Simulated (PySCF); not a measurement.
The dipole of `FC[SiH2][Si@@H](F)[SiH3]` from its density and from atomic charges.

Coordinates (GFN2-xTB, Å) and charges (e) from the PBE0/pcSseg-1 density (PySCF):

```json
{"atom": "F1", "x": "-1.136", "y": "1.489", "z": "-1.022", "Mulliken": "-0.3506", "IAO": "-0.3333", "Hirshfeld": "-0.1230", "ESP-fitted": "-0.2293"}
{"atom": "C2", "x": "-2.092", "y": "0.755", "z": "-0.336", "Mulliken": "-0.1390", "IAO": "-0.2281", "Hirshfeld": "-0.0678", "ESP-fitted": "-0.0999"}
{"atom": "Si3", "x": "-1.342", "y": "-0.938", "z": "0.174", "Mulliken": "+0.2549", "IAO": "+0.4276", "Hirshfeld": "+0.2455", "ESP-fitted": "+0.2335"}
{"atom": "Si4", "x": "0.798", "y": "-0.472", "z": "0.936", "Mulliken": "+0.5519", "IAO": "+0.6691", "Hirshfeld": "+0.2745", "ESP-fitted": "+0.4234"}
{"atom": "F5", "x": "1.346", "y": "-1.921", "z": "1.452", "Mulliken": "-0.4392", "IAO": "-0.5508", "Hirshfeld": "-0.2217", "ESP-fitted": "-0.3094"}
{"atom": "Si6", "x": "2.408", "y": "0.383", "z": "-0.504", "Mulliken": "+0.1658", "IAO": "+0.2832", "Hirshfeld": "+0.2232", "ESP-fitted": "+0.1778"}
{"atom": "H7", "x": "-2.389", "y": "1.369", "z": "0.518", "Mulliken": "+0.1317", "IAO": "+0.1464", "Hirshfeld": "+0.0424", "ESP-fitted": "+0.0984"}
{"atom": "H8", "x": "-2.948", "y": "0.665", "z": "-1.006", "Mulliken": "+0.1367", "IAO": "+0.1530", "Hirshfeld": "+0.0469", "ESP-fitted": "+0.1162"}
{"atom": "H9", "x": "-2.343", "y": "-1.512", "z": "1.087", "Mulliken": "-0.0436", "IAO": "-0.0918", "Hirshfeld": "-0.0661", "ESP-fitted": "-0.0728"}
{"atom": "H10", "x": "-1.379", "y": "-1.778", "z": "-1.034", "Mulliken": "-0.0419", "IAO": "-0.0957", "Hirshfeld": "-0.0722", "ESP-fitted": "-0.0715"}
{"atom": "H11", "x": "0.743", "y": "0.232", "z": "2.229", "Mulliken": "-0.0836", "IAO": "-0.1146", "Hirshfeld": "-0.0788", "ESP-fitted": "-0.0989"}
{"atom": "H12", "x": "1.940", "y": "1.621", "z": "-1.123", "Mulliken": "-0.0446", "IAO": "-0.0878", "Hirshfeld": "-0.0696", "ESP-fitted": "-0.0595"}
{"atom": "H13", "x": "2.720", "y": "-0.574", "z": "-1.572", "Mulliken": "-0.0505", "IAO": "-0.0890", "Hirshfeld": "-0.0672", "ESP-fitted": "-0.0569"}
{"atom": "H14", "x": "3.674", "y": "0.680", "z": "0.178", "Mulliken": "-0.0480", "IAO": "-0.0880", "Hirshfeld": "-0.0662", "ESP-fitted": "-0.0512"}
```

**Question.** Compute μ = Σ q r for each scheme (1 e·Å = 4.803 D) and compare with the dipole of the full density.

**Answer.** The full density gives (-1.59, 0.72, 0.09) D, 1.75 D in size; dipole vectors point from the negative to the positive end.

```json
{"scheme": "Mulliken", "μx": "-2.04", "μy": "0.47", "μz": "0.51", "size (D)": "2.15", "share of the full size (%)": "123", "angle to the full dipole (°)": "16"}
{"scheme": "IAO", "μx": "-2.49", "μy": "1.03", "μz": "0.31", "size (D)": "2.71", "share of the full size (%)": "155", "angle to the full dipole (°)": "4"}
{"scheme": "Hirshfeld", "μx": "-0.93", "μy": "0.47", "μz": "-0.06", "size (D)": "1.05", "share of the full size (%)": "60", "angle to the full dipole (°)": "6"}
{"scheme": "ESP-fitted", "μx": "-1.61", "μy": "0.74", "μz": "0.10", "size (D)": "1.77", "share of the full size (%)": "101", "angle to the full dipole (°)": "1"}
```

**Question.** Which set comes closest?

**Answer.** Length of the difference vector: ESP-fitted 0.03 D, Mulliken 0.67 D, Hirshfeld 0.72 D, IAO 0.97 D. Closest: ESP-fitted. 

**Question.** What is left for the Hirshfeld atoms' own dipoles?

**Answer.** The shares of the density sum to the whole, so what Σ q r misses lies in dipoles about the nuclei. The atomic dipoles sum to (-1.59, 0.72, 0.09) − (-0.93, 0.47, -0.06) = (-0.66, 0.25, 0.15) D, 0.72 D in size.

**Question.** With the origin at the mean of the coordinates, (0.000, 0.000, -0.002) Å, which are the largest single terms, by size, of the Mulliken dipole along the direction of the full one?

**Answer.** F5 +4.10, F1 -2.69, Si4 -2.31, H8 +1.91, H7 +1.75 D; all 14 atoms together +2.07 D. The single terms depend on the origin, their sum doesn't.

**Question.** Give the size of the full dipole in other units.

**Answer.** 1.75 D = 0.689 au = 0.364 e·Å = 5.84 × 10⁻³⁰ C·m.

The structure is a single GFN2-xTB conformer in the gas phase; no vibrational or solvent corrections.

Shape of the structure used: `[F:1][CH2:2][SiH2:3][Si@@H:4]([F:5])[SiH3:6]`: F1–C2–Si3–Si4 43°, C2–Si3–Si4–F5 176°.
